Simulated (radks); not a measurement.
The holmium ion Ho3+, configuration [Xe] 4f9.5 6s0.5 (fractional occupations, a model configuration). Calculated with a radial shooting solver on a logarithmic mesh with Libxc functionals: scalar-relativistic Kohn-Sham, r2SCAN, spin-polarised, spherical densities, finite nucleus; open shells are filled with parallel spins first (spin-orbit coupling, left out, can overturn this in heavy ions); meta-GGA in the generalised Kohn-Sham scheme; Fermi nuclear charge, rms radius 5.2022 fm. Some entries of the table are withheld. Estimate them.

orbital  occ.  eigenvalue (eV)  <r> (bohr)
1s up       1        -55605.91     0.02074
1s down     1        -55605.90     0.02074
2s up       1        -9356.029     0.08808
2s down     1        -9356.021     0.08808
2p up       3        -8289.785     0.07808
2p down     3        -8289.765     0.07807
3s up       1        -2130.308      0.2296
3s down     1        -2127.730      0.2295
3p up       3        -1802.829      0.2288
3p down     3        -1800.249      0.2286
3d up       5        -1386.743      0.2080
3d down     5        -1384.754      0.2078
4s up       1        -458.9019      0.5182
4s down     1        -453.3366      0.5183
4p up       3        -350.3905      0.5487
4p down     3        -344.8566      0.5489
4d up       5        -203.1404      0.5932
4d down     5        -197.6179      0.5942
5s up       1         -86.3185       1.235
5s down     1         -83.9291       1.254
5p up       3         -59.2739       1.422
5p down     3         -57.6076       1.441
4f up       7         -42.3168      0.7550
4f down   2.5         -37.2455      0.7775
6s up     0.5         -24.7374         (1)
6s down     0         -22.4162         (2)

Answer. 
(1) 6s up <r> (bohr): 2.981
(2) 6s down <r> (bohr): 3.044
